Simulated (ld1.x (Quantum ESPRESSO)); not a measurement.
## u(r) = r·R(r): atom against pseudo-atom (zinc)

Columns: radius, all-electron u(r) and pseudo u(r) of the 4p shell (level -1.08 eV) of zinc in the configuration [Ar] 3d10 4s2 4p0; PBEsol, scalar-relativistic, TM scheme, ld1.x (Quantum ESPRESSO) 7.5.

| r (bohr) | all-electron | pseudo |
| --- | --- | --- |
| 0.135 | 0.0919 | 0.0027 |
| 0.270 | -0.0278 | 0.0106 |
| 0.405 | -0.1356 | 0.0238 |
| 0.540 | -0.1599 | 0.0420 |
| 0.675 | -0.1246 | 0.0650 |
| 0.810 | -0.0606 | 0.0924 |
| 0.945 | 0.0128 | 0.1238 |
| 1.080 | 0.0854 | 0.1585 |
| 1.215 | 0.1526 | 0.1957 |
| 1.350 | 0.2126 | 0.2345 |
| 1.485 | 0.2652 | 0.2735 |
| 1.620 | 0.3106 | 0.3115 |
| 1.755 | 0.3493 | 0.3472 |
| 1.890 | 0.3819 | 0.3794 |
| 2.025 | 0.4091 | 0.4073 |
| 2.160 | 0.4314 | 0.4305 |
| 2.295 | 0.4494 | 0.4490 |
| 2.430 | 0.4634 | 0.4634 |
| 2.565 | 0.4740 | 0.4740 |
| 2.700 | 0.4814 | 0.4814 |
| 2.835 | 0.4861 | 0.4861 |
| 2.970 | 0.4884 | 0.4884 |
| 3.105 | 0.4886 | 0.4886 |
| 3.240 | 0.4868 | 0.4868 |
| 3.375 | 0.4835 | 0.4835 |
| 3.510 | 0.4787 | 0.4787 |

How many radial nodes do the two functions have?

The all-electron 4p function has n − l − 1 = 2; the pseudo-wave has 0, since the states of the same l below it are removed with the core.

At about which radius was the pseudo-wave matched?

2.70 bohr. The columns agree to 0.0005 from 2.29 bohr on; several derivatives are matched, so the curves merge somewhat inside the radius.

Where does each function peak?

Outermost all-electron maximum near 3.10 bohr, pseudo maximum near 3.10 bohr (to the table’s step).

Is the pseudo-wave norm-conserving?

Yes: the TM scheme keeps the norm inside the radius equal to the all-electron one, which fixes the energy derivative of the logarithmic derivative at the level.
